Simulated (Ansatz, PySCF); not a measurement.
The pair A = CH3F (SMILES CF) (first 5 atoms), B = C2H3F (SMILES C=CF); geometry from B3LYP-D3(BJ)/def2-TZVP.
(charge 0, multiplicity 1):
```json
[
 {"atom": "C", "x (Å)": "0.3677", "y (Å)": "0.6683", "z (Å)": "-0.2241"},
 {"atom": "F", "x (Å)": "-1.0092", "y (Å)": "0.5520", "z (Å)": "-0.0261"},
 {"atom": "H", "x (Å)": "0.5807", "y (Å)": "1.6753", "z (Å)": "-0.5837"},
 {"atom": "H", "x (Å)": "0.8713", "y (Å)": "0.4874", "z (Å)": "0.7244"},
 {"atom": "H", "x (Å)": "0.6732", "y (Å)": "-0.0702", "z (Å)": "-0.9659"},
 {"atom": "C", "x (Å)": "-1.3213", "y (Å)": "-0.2474", "z (Å)": "3.2567"},
 {"atom": "C", "x (Å)": "-0.1372", "y (Å)": "-0.2933", "z (Å)": "3.8301"},
 {"atom": "F", "x (Å)": "1.0032", "y (Å)": "-0.0339", "z (Å)": "3.1475"},
 {"atom": "H", "x (Å)": "-1.4440", "y (Å)": "-0.0001", "z (Å)": "2.2111"},
 {"atom": "H", "x (Å)": "-2.1966", "y (Å)": "-0.4640", "z (Å)": "3.8515"},
 {"atom": "H", "x (Å)": "0.0692", "y (Å)": "-0.5312", "z (Å)": "4.8650"}
]
```

Correlated levels freeze the cores.

The values were computed with Ansatz (Gaussian basis) for Hartree–Fock, density functionals and correlated methods; PySCF for the dispersion terms. Values without a source in brackets are computed.

The monomers are drawn apart, rigid, along the line of their centres of mass. Counterpoise-corrected interaction energies (kcal/mol):

| level | R = 4.544 Å | R = 5.482 Å |
|---|---|---|
| PBE/def2-TZVPPD | -0.8679 | -0.3539 |
| PBE-D3(BJ)/def2-TZVPPD | -1.1937 | -0.4716 |
| wB97M-V/def2-TZVPPD | -1.1069 | -0.4826 |
| CCSD(T)/aug-cc-pVDZ | -1.1012 | -0.4774 |

Problem. R is the distance of the centres of mass. Find the local exponent m of E ∝ R⁻ᵐ between the two points.

Solution. 
m = ln(E₁/E₂)/ln(R₂/R₁): PBE/def2-TZVPPD 4.8; PBE-D3(BJ)/def2-TZVPPD 4.9; wB97M-V/def2-TZVPPD 4.4; CCSD(T)/aug-cc-pVDZ 4.5. For scale, two fixed dipoles give m = 3, dipole and quadrupole 4, quadrupoles 5, and dispersion or dipole-induced dipole 6 at long range; at these distances several terms mix, and what is left of overlap and damping shifts m, so it need not match one of them.

Ansatz is a program for electronic structure.
